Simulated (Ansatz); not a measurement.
Relaxation of ClH$_{7}$OSi$_{2}$ (11 atoms, charge 0, multiplicity 1), to a largest force component of 0.03 eV/Å in at most 50 steps.

Theory: Ansatz 0.2.0, RKS CAM-B3LYP/6-31G*.

```xyz
11
Properties=species:S:1:pos:R:3
Si -0.148 0.182 0.043
O -0.072 0.287 1.705
H -0.604 -0.331 2.219
Cl 1.779 0.404 -0.677
H -0.853 1.384 -0.458
Si -1.129 -1.784 -0.782
H -1.968 -2.374 0.298
H -2.012 -1.474 -1.935
H -0.112 -2.783 -1.188
H 1.210 -1.927 0.972
H 1.089 -1.601 1.589
```

Task: Where does it end, and by what steps?

Result: The forces met the threshold. After 22 steps the energy has fallen by 0.381 eV; H11 moved furthest, 1.26 Å.

| step | energy less start (eV) | largest force component (eV/Å) | accepted |
| --- | --- | --- | --- |
| 0 | 0.0000 | 1.269 | yes |
| 1 | -0.1508 | 0.189 | yes |
| 2 | -0.2143 | 0.250 | yes |
| 3 | -0.2569 | 0.425 | yes |
| 4 | -0.2781 | 0.119 | yes |
| 5 | -0.2993 | 0.385 | yes |
| 6 | -0.2492 | 1.881 | no |
| 7 | -0.3106 | 0.198 | yes |
| 8 | -0.3210 | 0.226 | yes |
| 9 | -0.3084 | 0.889 | no |
| 10 | -0.3295 | 0.151 | yes |
| 11 | -0.3377 | 0.133 | yes |
| 12 | -0.3426 | 0.401 | yes |
| 13 | -0.3426 | 0.521 | no |
| 14 | -0.3554 | 0.043 | yes |
| 15 | -0.3616 | 0.072 | yes |
| 16 | -0.3687 | 0.185 | yes |
| 17 | -0.3700 | 0.249 | yes |
| 18 | -0.3776 | 0.100 | yes |
| 19 | -0.3803 | 0.051 | yes |
| 20 | -0.3805 | 0.039 | yes |
| 21 | -0.3808 | 0.047 | yes |
| 22 | -0.3811 | 0.023 | yes |

```xyz
11
Properties=species:S:1:pos:R:3
Si -0.490 0.365 -0.074
O -0.135 0.262 1.534
H 0.449 -0.451 1.824
Cl 1.215 0.846 -1.173
H -1.413 1.512 -0.192
Si -1.323 -1.634 -0.951
H -2.601 -1.989 -0.283
H -1.555 -1.506 -2.411
H -0.346 -2.727 -0.708
H 1.442 -2.526 1.894
H 1.937 -2.170 2.325
```

Whether the end is a true minimum wasn't checked by a vibrational analysis.

The run took 62 s on 2 threads of Arm Neoverse V2, on a shared host, peak memory 0.22 GiB.
